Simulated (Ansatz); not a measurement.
Cost and result for the atomization energy of CH₄Cl₂InN, SMILES `C[NH][In]([Cl])[Cl]` (9 atoms, 8 bonds).

```xyz
9

C    -0.9147   -0.6203   -0.8794
N    -0.1669   -0.5751    0.3605
In    1.1113    0.8594    0.8659
Cl    1.8909    2.3030   -0.7612
Cl    1.9996    1.0286    2.9883
H    -0.9896   -1.6491   -1.2489
H    -0.4018   -0.0403   -1.6496
H    -1.9312   -0.2185   -0.7896
H    -0.5977   -1.0877    1.1140
```

Charge 0, multiplicity 1. Correlated methods include outer-core shells of In, which these sets cover unevenly. In: def2 effective core potential. The geometry is a stationary point of PBE0-D4/def2-TZVP. It is one conformer, not always the lowest. Program: Ansatz. All runs use 4 threads of an Arm Neoverse V2 on a shared host. Times are those of one run each, without the atoms' runs, and a repeat can differ threefold. Electronic energies, without spin–orbit coupling; frozen cores. CCSD(T)/CBS adds CCSD(T) − MP2 in def2-TZVPP to the MP2 limit, and its time is that of the two runs behind it. T1 = 0.013. With those shells the extrapolation isn't a true limit. B3LYP takes the VWN-RPA correlation (the form of Gaussian; ORCA's B3LYP/G). HSE06 is the plane-wave form, built on full-range PBE exchange.

CCSD(T)/CBS is a level of theory with its own doubt, some kJ/mol a heavy atom from the limit and from the frozen cores, so smaller differences don't rank the functionals.

```
                             level  functions  wall time
            LDA (SPW92)/def2-TZVPP        252      1.3 s
              revPBE-D4/def2-TZVPP        252        2 s
   PBE-D4/def2-TZVPP (with forces)        252      2.5 s
               BHLYP-D4/def2-TZVPP        252      3.5 s
               HSE06-D4/def2-TZVPP        252      3.7 s
           CAM-B3LYP-D4/def2-TZVPP        252      3.7 s
r2SCAN-D4/def2-TZVPP (with forces)        252      5.5 s
 B3LYP-D4/def2-TZVPP (with forces)        252      5.5 s
                  CCSD(T)/def2-SVP        110      6.5 s
  ωB97M-V/def2-TZVPP (with forces)        252       12 s
                    MP2/def2-QZVPP        456       16 s
                CCSD(T)/def2-TZVPP        252    3.3 min
                 CCSD(T)/CBS(def2)          –    3.6 min
```

Q: What atomization energy does each give, and how far from CCSD(T)/CBS? (Estimate.)

A: Ansatz gave: 
```tsv
level	atomization (kJ/mol)	difference from CCSD(T)/CBS	per bond
LDA (SPW92)/def2-TZVPP	3322.5	420.6	52.6
revPBE-D4/def2-TZVPP	2854.1	-47.8	-6.0
PBE-D4/def2-TZVPP (with forces)	2941.0	39.1	4.9
BHLYP-D4/def2-TZVPP	2784.8	-117.1	-14.6
HSE06-D4/def2-TZVPP	2893.1	-8.8	-1.1
CAM-B3LYP-D4/def2-TZVPP	2881.9	-20.0	-2.5
r2SCAN-D4/def2-TZVPP (with forces)	2888.7	-13.2	-1.6
B3LYP-D4/def2-TZVPP (with forces)	2860.5	-41.4	-5.2
CCSD(T)/def2-SVP	2690.9	-211.0	-26.4
ωB97M-V/def2-TZVPP (with forces)	2901.6	-0.3	0.0
MP2/def2-QZVPP	2916.1	14.2	1.8
CCSD(T)/def2-TZVPP	2803.7	-98.2	-12.3
CCSD(T)/CBS(def2)	2901.9	0.0	0.0
```

In def2-TZVPP, CCSD(T) changes the Hartree–Fock value by +772.4 kJ/mol (the triples alone add +54.1 kJ/mol) and MP2 by +826.4 kJ/mol; breaking electron pairs costs correlation energy, which Hartree–Fock lacks. Leaving LDA and LC-ωPBE aside and taking each functional with its dispersion term where it has one, the values spread over 156.3 kJ/mol, from BHLYP-D4 to PBE-D4. LDA lies +402.6 kJ/mol from PBE without D4, its usual overbinding. From r2SCAN to r2SCAN0 (25 % exact exchange), in def2-TZVPP and without D4, the atomization energy moves by −49.5 kJ/mol: exact exchange takes away binding that semilocal exchange gives to molecules.

Spin–orbit coupling would lower the free In atoms strongly, and the atomization energy with them, by more than many differences here.
